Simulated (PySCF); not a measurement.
**Sc (scandium, neutral) across methods**

[Ar] 3d3, high-spin 4F determinant (an excited configuration). Computed with PySCF 2.14 in def2-QZVPPD, with the non-relativistic Hamiltonian (point nucleus).

```json
{"method": "LC-wPBE", "E (hartree)": "-760.328", "mean ε 3p α (eV)": "-34.044", "mean ε 3p β (eV)": "-32.230", "mean ε 3d α (eV)": "-3.651", "Σ⟨r²⟩ (bohr²)": "41.94", "⟨S²⟩": "3.751"}
{"method": "PBE", "E (hartree)": "-760.291", "mean ε 3p α (eV)": "-29.537", "mean ε 3p β (eV)": "-28.067", "mean ε 3d α (eV)": "-1.116", "Σ⟨r²⟩ (bohr²)": "47.04", "⟨S²⟩": "3.750"}
{"method": "PBE0", "E (hartree)": "-760.317", "mean ε 3p α (eV)": "-32.083", "mean ε 3p β (eV)": "-30.147", "mean ε 3d α (eV)": "-1.759", "Σ⟨r²⟩ (bohr²)": "45.05", "⟨S²⟩": "3.751"}
{"method": "MN15", "E (hartree)": "-760.493", "mean ε 3p α (eV)": "-32.686", "mean ε 3p β (eV)": "-31.164", "mean ε 3d α (eV)": "-2.045", "Σ⟨r²⟩ (bohr²)": "44.18", "⟨S²⟩": "3.751"}
{"method": "r2SCAN0", "E (hartree)": "-760.457", "mean ε 3p α (eV)": "-32.585", "mean ε 3p β (eV)": "-30.406", "mean ε 3d α (eV)": "-1.759", "Σ⟨r²⟩ (bohr²)": "44.23", "⟨S²⟩": "3.751"}
{"method": "LDA", "E (hartree)": "-758.573", "mean ε 3p α (eV)": "-29.532", "mean ε 3p β (eV)": "-28.115", "mean ε 3d α (eV)": "-1.151", "Σ⟨r²⟩ (bohr²)": "46.69", "⟨S²⟩": "3.750"}
{"method": "revPBE", "E (hartree)": "-760.418", "mean ε 3p α (eV)": "-29.533", "mean ε 3p β (eV)": "-28.071", "mean ε 3d α (eV)": "-1.103", "Σ⟨r²⟩ (bohr²)": "47.15", "⟨S²⟩": "3.750"}
{"method": "r2SCAN", "E (hartree)": "-760.473", "mean ε 3p α (eV)": "-30.315", "mean ε 3p β (eV)": "-28.490", "mean ε 3d α (eV)": "-1.059", "Σ⟨r²⟩ (bohr²)": "45.88", "⟨S²⟩": "3.751"}
```

(1) Estimate the same row for UHF.

Results:

(1) E (hartree) = -759.57466; mean ε 3p α (eV) = -39.374; mean ε 3p β (eV) = -35.947; mean ε 3d α (eV) = -3.646; Σ⟨r²⟩ (bohr²) = 42.87; ⟨S²⟩ = 3.753.
